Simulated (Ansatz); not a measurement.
Cost and result for the atomization energy of GeH4S3, SMILES `[SH][GeH]([SH])[SH]` (8 atoms, 7 bonds).

Charge 0, multiplicity 1. Correlated methods include outer-core shells of Ge, which these sets cover unevenly. Scalar relativity is left out up to krypton. All single points use the PBE0-D4/def2-TZVP geometry. It is one conformer, not always the lowest. Program: Ansatz. All runs use 4 threads of an Arm Neoverse V2 on a shared host. Times are those of one run each, without the atoms' runs, and a repeat can differ threefold. Electronic energies, without spin–orbit coupling; frozen cores. CCSD(T)/CBS adds CCSD(T) − MP2 in def2-TZVPP to the MP2 limit, and its time is that of the two runs behind it. T1 = 0.011. With those shells the extrapolation isn't a true limit. B3LYP takes the VWN-RPA correlation (the form of Gaussian; ORCA's B3LYP/G). HSE06 is the plane-wave form, built on full-range PBE exchange.

CCSD(T)/CBS is a level of theory with its own doubt, some kJ/mol a heavy atom from the limit and from the frozen cores, so smaller differences don't rank the functionals.

```
                             level  functions  wall time  atomization (kcal/mol)  difference from CCSD(T)/CBS  per bond
                BLYP-D4/def2-TZVPP        230      1.6 s                   530.6                        -11.0      -1.6
                PBE0-D4/def2-TZVPP        230      2.7 s                   538.0                         -3.6      -0.5
               BHLYP-D4/def2-TZVPP        230      2.8 s                   520.8                        -20.8      -3.0
                  CCSD(T)/def2-SVP        106        3 s                   488.0                        -53.6      -7.7
               HSE06-D4/def2-TZVPP        230        3 s                   538.3                         -3.3      -0.5
           CAM-B3LYP-D4/def2-TZVPP        230      3.1 s                   532.4                         -9.2      -1.3
r2SCAN-D4/def2-TZVPP (with forces)        230      3.7 s                   543.9                          2.3       0.3
 B3LYP-D4/def2-TZVPP (with forces)        230      3.9 s                   533.5                         -8.1      -1.2
               PBE-QIDH/def2-TZVPP        230      4.2 s                   534.9                         -6.7      -1.0
                ωB97X-V/def2-TZVPP        230        7 s                   546.2                          4.6       0.7
                    MP2/def2-QZVPP        419       14 s                   538.6                         -3.0      -0.4
                CCSD(T)/def2-TZVPP        230       84 s                   525.0                        -16.6      -2.4
                 CCSD(T)/CBS(def2)          –       97 s                   541.6                          0.0       0.0
```

From r2SCAN to r2SCAN0 (25 % exact exchange), in def2-TZVPP and without D4, the atomization energy moves by −9.5 kcal/mol: exact exchange takes away binding that semilocal exchange gives to molecules. At CCSD(T), def2-SVP lies −53.6 kcal/mol from the extrapolated value and def2-TZVPP −16.6 kcal/mol: correlation converges slowly with the basis, and small sets miss more of it in the bonded molecule than in its fragments. In def2-TZVPP, CCSD(T) changes the Hartree–Fock value by +156.3 kcal/mol (the triples alone add +11.2 kcal/mol) and MP2 by +160.4 kcal/mol; breaking electron pairs costs correlation energy, which Hartree–Fock lacks.
